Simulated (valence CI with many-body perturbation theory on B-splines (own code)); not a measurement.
E1 transitions of Os LXIV

Level of theory: relativistic CI+MBPT: three valence electrons over a frozen Dirac-Fock core [Ne], a basis of 11 s, 11 p, 9 d, 7 f, 5 g, 2 h, 1 i functions for each j, with the one-electron correlation potential Σ1, the two-electron term Σ2, the three-electron term Σ3, Breit, model QED; selected CI, second order for the rest (own B-spline code, finite nucleus).

The last digits are not significant, and no measured levels were compared; by estimate large intervals hold to a few tenths of a per cent, small ones and those within an open d or f shell to about a per cent.

Lines 101 to 150 of 282 in falling wavelength, among levels below 12877 × 10³ cm⁻¹, chosen from the strongest by gf and those to the six lowest levels. Wavelengths and rates use the calculated energies. Electric multipoles are in the length gauge, E1 and E2 with the static RPA response of the core. Weak lines are less certain than strong ones. Lines between different terms over intervals too small for the method are left out, as are lines whose strength nearly cancels. The highest levels of a list are the least certain.

Levels are named by their leading jj configuration (3d3/2^4 stands for four electrons in 3d with j = 3/2), which in mixed levels can hold well under half, so a name can repeat and another be missing. Letters in brackets count levels of one name in rising energy.

| λ vac (Å) | Upper | Lower | A (s⁻¹) | S (a.u.) with core polarisation | S without |
| --- | --- | --- | --- | --- | --- |
| 35.97 | (3s 3d3/2 3d5/2) J=7/2 [b] | (3s 3p3/2 3d3/2) J=7/2 | 6.95e+10 | 1.28e-02 | 1.29e-02 |
| 35.74 | (3s 3d3/2 3d5/2) J=5/2 [b] | (3s 3p3/2 3d3/2) J=5/2 [a] | 8.74e+10 | 1.18e-02 | 1.20e-02 |
| 35.53 | (3s 3p3/2 3d5/2) J=7/2 [b] | (3s 3p3/2^2) J=5/2 | 2.56e+11 | 4.53e-02 | 4.58e-02 |
| 34.90 | (3s 3p1/2 3d5/2) J=5/2 [b] | (3s 3p1/2 3p3/2) J=3/2 [a] | 5.94e+09 | 7.48e-04 | 7.57e-04 |
| 34.43 | (3s 3p1/2 3d5/2) J=3/2 | (3s 3p1/2 3p3/2) J=3/2 [a] | 5.18e+10 | 4.17e-03 | 4.23e-03 |
| 33.34 | (3s 3p3/2 3d5/2) J=5/2 [b] | (3s 3p3/2^2) J=5/2 | 4.47e+10 | 4.90e-03 | 4.97e-03 |
| 22.28 | (3s 3p1/2 3p3/2) J=3/2 [a] | (3s^2 3p1/2) J=1/2 | 1.53e+10 | 3.35e-04 | 3.40e-04 |
| 22.03 | (3s 3p3/2 3d5/2) J=5/2 [a] | (3s^2 3d5/2) J=5/2 | 4.84e+11 | 1.53e-02 | 1.55e-02 |
| 22.02 | (3p1/2 3p3/2 3d5/2) J=7/2 [a] | (3s 3p1/2 3d5/2) J=5/2 [b] | 1.43e+11 | 6.03e-03 | 6.11e-03 |
| 21.81 | (3s 3p3/2^2) J=5/2 | (3s^2 3p3/2) J=3/2 | 8.60e+11 | 2.64e-02 | 2.68e-02 |
| 21.74 | (3p1/2 3p3/2 3d5/2) J=3/2 [a] | (3s 3p1/2 3d5/2) J=3/2 | 1.02e+12 | 2.06e-02 | 2.09e-02 |
| 21.69 | (3s 3p3/2 3d5/2) J=7/2 [a] | (3s^2 3d5/2) J=5/2 | 1.50e+11 | 6.04e-03 | 6.13e-03 |
| 21.69 | (3p1/2 3p3/2^2) J=3/2 | (3s 3p1/2 3p3/2) J=1/2 | 1.48e+12 | 2.98e-02 | 3.02e-02 |
| 21.61 | (3p1/2 3p3/2 3d5/2) J=7/2 [a] | (3s 3p1/2 3d5/2) J=7/2 | 1.45e+11 | 5.79e-03 | 5.87e-03 |
| 21.55 | (3s 3p3/2 3d5/2) J=3/2 [a] | (3s^2 3d5/2) J=5/2 | 3.05e+11 | 6.03e-03 | 6.12e-03 |
| 21.55 | (3p1/2^2 3d3/2) J=3/2 | (3s^2 3p3/2) J=3/2 | 9.35e+09 | 1.85e-04 | 1.87e-04 |
| 21.49 | (3p1/2 3p3/2^2) J=5/2 | (3s 3p1/2 3p3/2) J=3/2 [b] | 9.70e+11 | 2.85e-02 | 2.89e-02 |
| 21.40 | (3p1/2 3p3/2 3d5/2) J=5/2 [a] | (3s 3p1/2 3d5/2) J=5/2 [b] | 9.30e+11 | 2.70e-02 | 2.74e-02 |
| 21.34 | (3p1/2 3p3/2 3d3/2) J=5/2 [a] | (3s 3p1/2 3d3/2) J=5/2 | 4.84e+11 | 1.39e-02 | 1.41e-02 |
| 21.32 | (3p1/2 3p3/2 3d5/2) J=9/2 | (3s 3p1/2 3d5/2) J=7/2 | 1.02e+12 | 4.87e-02 | 4.94e-02 |
| 21.29 | (3p1/2 3p3/2^2) J=3/2 | (3s 3p1/2 3p3/2) J=3/2 [b] | 3.76e+11 | 7.17e-03 | 7.27e-03 |
| 21.16 | (3p1/2 3p3/2 3d3/2) J=3/2 [b] | (3s 3p1/2 3d3/2) J=3/2 [b] | 2.78e+11 | 5.20e-03 | 5.27e-03 |
| 21.12 | (3p1/2 3p3/2 3d3/2) J=5/2 [b] | (3s 3p1/2 3d3/2) J=3/2 [b] | 1.58e+12 | 4.42e-02 | 4.48e-02 |
| 21.09 | (3s 3p3/2 3d3/2) J=3/2 [b] | (3s^2 3d3/2) J=3/2 | 1.40e+12 | 2.59e-02 | 2.63e-02 |
| 21.07 | (3p1/2 3p3/2 3d5/2) J=7/2 [a] | (3s 3p1/2 3d5/2) J=5/2 [a] | 1.65e+12 | 6.09e-02 | 6.18e-02 |
| 21.05 | (3p1/2 3p3/2 3d3/2) J=3/2 [a] | (3s 3p1/2 3d3/2) J=5/2 | 5.50e+11 | 1.01e-02 | 1.03e-02 |
| 21.04 | (3p1/2 3p3/2 3d5/2) J=5/2 [b] | (3s 3p1/2 3d5/2) J=3/2 | 4.67e+11 | 1.29e-02 | 1.31e-02 |
| 21.04 | (3p1/2 3p3/2^2) J=1/2 | (3s 3p1/2 3p3/2) J=1/2 | 4.06e+11 | 3.73e-03 | 3.78e-03 |
| 21.02 | (3p1/2 3p3/2 3d5/2) J=5/2 [a] | (3s 3p1/2 3d5/2) J=7/2 | 3.11e+11 | 8.54e-03 | 8.66e-03 |
| 20.95 | (3s 3p3/2 3d5/2) J=7/2 [b] | (3s^2 3d5/2) J=5/2 | 2.71e+12 | 9.84e-02 | 9.98e-02 |
| 20.95 | (3p1/2 3p3/2 3d5/2) J=7/2 [b] | (3s 3p1/2 3d5/2) J=5/2 [b] | 2.73e+11 | 9.93e-03 | 1.01e-02 |
| 20.93 | (3p1/2^2 3p3/2) J=3/2 | (3s 3p1/2^2) J=1/2 | 3.13e+11 | 5.65e-03 | 5.73e-03 |
| 20.91 | (3p1/2 3p3/2 3d3/2) J=5/2 [a] | (3s 3p1/2 3d3/2) J=3/2 [a] | 3.14e+11 | 8.50e-03 | 8.62e-03 |
| 20.90 | (3p1/2 3p3/2 3d3/2) J=3/2 [b] | (3s 3p1/2 3d3/2) J=1/2 | 2.55e+11 | 4.60e-03 | 4.66e-03 |
| 20.78 | (3s 3p1/2 3p3/2) J=3/2 [b] | (3s^2 3p1/2) J=1/2 | 9.35e+11 | 1.66e-02 | 1.68e-02 |
| 20.78 | (3p1/2 3p3/2 3d3/2) J=7/2 | (3s 3p1/2 3d3/2) J=5/2 | 1.96e+12 | 6.93e-02 | 7.03e-02 |
| 20.73 | (3p1/2 3p3/2 3d3/2) J=1/2 [b] | (3s 3p1/2 3d3/2) J=1/2 | 8.82e+11 | 7.75e-03 | 7.86e-03 |
| 20.72 | (3p1/2 3p3/2^2) J=5/2 | (3s 3p1/2 3p3/2) J=5/2 | 4.84e+11 | 1.27e-02 | 1.29e-02 |
| 20.67 | (3p1/2 3p3/2^2) J=1/2 | (3s 3p1/2 3p3/2) J=3/2 [b] | 2.17e+12 | 1.89e-02 | 1.92e-02 |
| 20.66 | (3p1/2 3p3/2 3d5/2) J=1/2 | (3s 3p1/2 3d5/2) J=3/2 | 7.61e+11 | 6.62e-03 | 6.72e-03 |
| 20.65 | (3p1/2 3p3/2 3d5/2) J=3/2 [a] | (3s 3p1/2 3d5/2) J=5/2 [a] | 5.48e+11 | 9.52e-03 | 9.66e-03 |
| 20.64 | (3s 3p3/2 3d3/2) J=5/2 [b] | (3s^2 3d3/2) J=3/2 | 5.09e+12 | 1.32e-01 | 1.34e-01 |
| 20.62 | (3p1/2 3p3/2 3d3/2) J=3/2 [a] | (3s 3p1/2 3d3/2) J=3/2 [a] | 6.23e+11 | 1.08e-02 | 1.09e-02 |
| 20.58 | (3p1/2 3p3/2 3d5/2) J=7/2 [b] | (3s 3p1/2 3d5/2) J=7/2 | 3.22e+11 | 1.11e-02 | 1.13e-02 |
| 20.54 | (3p1/2 3p3/2^2) J=3/2 | (3s 3p1/2 3p3/2) J=5/2 | 3.80e+11 | 6.50e-03 | 6.59e-03 |
| 20.54 | (3p1/2 3d3/2^2) J=5/2 | (3p1/2^2 3d3/2) J=3/2 | 5.85e+11 | 1.50e-02 | 1.52e-02 |
| 20.52 | (3p1/2 3p3/2 3d3/2) J=1/2 [a] | (3s 3p1/2 3d3/2) J=3/2 [a] | 1.52e+12 | 1.29e-02 | 1.31e-02 |
| 20.51 | (3p1/2 3p3/2 3d5/2) J=5/2 [b] | (3s 3p1/2 3d5/2) J=7/2 | 1.87e+11 | 4.78e-03 | 4.85e-03 |
| 20.50 | (3p1/2 3p3/2 3d5/2) J=5/2 [a] | (3s 3p1/2 3d5/2) J=5/2 [a] | 1.42e+11 | 3.61e-03 | 3.66e-03 |
| 20.46 | (3s 3p1/2 3d3/2) J=3/2 [a] | (3s 3p1/2^2) J=1/2 | 4.19e+11 | 7.08e-03 | 7.18e-03 |
